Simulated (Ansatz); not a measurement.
Reaction (hydrogen abstraction from the Si–H bond): `C[SiH](F)F` + H• → `C[Si](F)F`• + H₂

Calculated with Ansatz (gas phase, PBE0-D4/def2-TZVP geometries, no zero-point term in ΔE). CCSD(T)/CBS is the MP2 limit (def2-TZVPP, def2-QZVPP) plus CCSD(T) − MP2 in def2-TZVPP, frozen cores. This one scheme is used for every species, atoms too. DFT in def2-TZVPP. Open shells (•) are unrestricted, without spin–orbit coupling.

```csv
species,LDA (SPW92) energy (Eh)
`C[SiH](F)F`,-527.13712
H•,-0.47838
`C[Si](F)F`•,-526.49273
H₂,-1.13685
```

Q: Work out ΔE.

A: ΔE = (-526.49273) + (-1.13685) − (-527.13712) − (-0.47838) = -0.01408 Eh = -37.0 kJ/mol. CCSD(T)/CBS gives -29.9 kJ/mol.

Largest T1 diagnostic among the species: 0.013.

From BLYP to BHLYP (50 % exact exchange), in def2-TZVPP and without D4, ΔE moves by +23.0 kJ/mol. In def2-TZVPP, CCSD(T) changes the Hartree–Fock value by −22.8 kJ/mol (the triples alone add −0.4 kJ/mol) and MP2 by −14.1 kJ/mol.
